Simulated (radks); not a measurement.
The numbers below are computed, except where a source is named.
Spin polarisation of the 3d1 shell in Ti3+. Start: [Ar] 3d(up 0.5, down 0.5); electrons of 3d are moved from spin down to spin up, other shells keep equal spins. Level of theory: non-relativistic Kohn-Sham, SCAN, spin-polarised, spherical densities, point nucleus; meta-GGA in the generalised Kohn-Sham scheme (a radial shooting solver on a logarithmic mesh with Libxc functionals).

moment (Bohr magnetons)  E - E(0) (eV)  e(3d up) (eV)  e(3d down) (eV)  3p down minus up (eV)  3s down minus up (eV)
0                                0.000        -34.206          -34.206                 0.000                 0.000
0.25                            -0.022        -34.391          -34.012                  0.367                  0.377
0.5                             -0.093        -34.567          -33.805                  0.735                  0.755
0.75                            -0.211        -34.735          -33.581                  1.103                  1.134

At moment 0.75 the spin-polarisation energy is -0.211 eV and the 3d exchange splitting 1.154 eV, that is 1.539 eV per Bohr magneton; E = -I m^2/4 would give I = 1.499 eV.
